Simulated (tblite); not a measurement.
Species: C12H8S.
Numbering: `[cH:1]1[cH:2][cH:3][c:4]2[c:5]([cH:6]1)[s:7][c:8]1[cH:9][cH:10][cH:11][cH:12][c:13]21` (hydrogens: H14 on C1; H15 on C2; H16 on C3; H17 on C6; H18 on C9; H19 on C10; H20 on C11; H21 on C12)

Level: GFN2-xTB in tblite, geometry and Hessian alike; calculated harmonic values, unscaled, isolated species. Errors from tens to a few hundred cm⁻¹ against measured bands are possible.

Harmonic wavenumbers (cm⁻¹): 92.5, 124.4, 206.6, 210.6, 256.4, 389.2, 399.0, 405.2, 411.9, 462.3, 477.3, 489.3, 536.0, 584.8, 653.9, 691.6, 693.7, 702.4, 757.0, 766.0, 781.5, 870.2, 872.3, 905.6, 906.6, 922.6, 923.5, 964.6, 1046.6, 1073.2, 1081.1, 1098.3, 1156.7, 1157.5, 1180.4, 1182.8, 1227.5, 1243.2, 1305.5, 1338.9, 1340.6, 1399.6, 1422.6, 1438.5, 1473.6, 1564.4, 1567.7, 1587.5, 1588.9, 3079.0, 3079.9, 3086.2, 3087.9, 3093.2, 3095.0, 3100.9, 3101.9.

A = 1618, B = 586.2, C = 430.4 MHz; mass 184.035 u (most abundant isotopes); point group C2v, symmetry number 2.

Question: Zero-point energy?

Answer: ½Σν̃ = 34328 cm⁻¹ = 410.66 kJ/mol.

Question: Entropy at 298.15 K, 1 bar (ideal gas, RRHO, classical rotation)?

Answer: Translation 173.90, rotation 124.12, vibration 96.82: S = 394.8 J/(mol K).

Question: And Cp and H(298.15 K) − H(0)?

Answer: Cp = 174.51 J/(mol K), of which vibrations give 141.26 (their classical limit is 57 R = 473.9); H(298.15 K) − H(0) = 27.59 kJ/mol without the zero-point energy, 17.67 from vibrations.

Question: What must be added to the electronic energy to get the Gibbs energy at 298.15 K and 1 bar?

Answer: ZPE + [H(298.15 K) − H(0)] − T·S = 410.66 + 27.59 − 117.72 = 320.53 kJ/mol.

Question: Which modes carry the vibrational entropy at 298.15 K?

Answer: 92.5 cm⁻¹: 15.09; 124.4 cm⁻¹: 12.68; 206.6 cm⁻¹: 8.68; 210.6 cm⁻¹: 8.53; 256.4 cm⁻¹: 7.05; 389.2 cm⁻¹: 4.20 J/(mol K); the other 51 give 40.59 together.

Question: How do the functions run with temperature in this model?

Answer: 
| T (K) | S (J/(mol K)) | Cp (J/(mol K)) | H − H(0) (kJ/mol) | G − H(0) (kJ/mol) | ln q(vib) |
| --- | --- | --- | --- | --- | --- |
| 100 | 278.2 | 63.4 | 4.45 | -23.37 | 0.63 |
| 200 | 337.6 | 116.2 | 13.32 | -54.19 | 2.34 |
| 300 | 395.9 | 175.6 | 27.91 | -90.87 | 4.56 |
| 500 | 510.6 | 275.7 | 73.67 | -181.64 | 9.78 |
| 800 | 661.3 | 362.8 | 170.89 | -358.17 | 18.06 |
| 1000 | 746.2 | 397.1 | 247.08 | -499.11 | 23.34 |

q(vib) and H(0) count from the zero-point level.

Question: Blend soft modes into free rotors: weight 1/[1 + (100 cm⁻¹/ν̃)⁴] for the oscillator and the rest for a rotor with moment μB/(μ + B), μ = h/(8π²ν), B = 10⁻⁴⁴ kg m². What vibrational entropy results?

Answer: 94.82 J/(mol K) in place of 96.82, which changes −T·S at 298.15 K by +0.60 kJ/mol.

Hindered rotation and anharmonicity are outside this model.
